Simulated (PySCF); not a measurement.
# Excitation energy of Tl by level of theory

Tl [Xe] 4f14 5d10 6s2 6p1 (2P) → Tl [Xe] 4f14 5d10 6s2 7s1 (2S), as a difference of total energies. Computed with PySCF 2.14 in aug-cc-pwCVTZ-PP with ECP60MDF (8s7p6d4f1g, 96 functions), with scalar relativity through the core potential. Correlated levels: valence: 5s2 5p6 5d10 frozen. The calculations carry no spin-orbit coupling.

```csv
method,excitation energy (eV)
UHF,2.440
MP2 (valence),2.498
SCS-MP2 (valence),2.497
CCSD (valence),2.520
CCSD(T) (valence),2.523
```

**Question.** How much does correlation contribute at CCSD(T) (valence)?

**Answer.** 2.523 − (2.440) = 0.083 eV, measured against UHF.

Errors of the correlated levels include the incompleteness of this basis and the frozen core.

For comparison: 2.639 eV (measured; NIST levels, between the centres of gravity of the two terms).
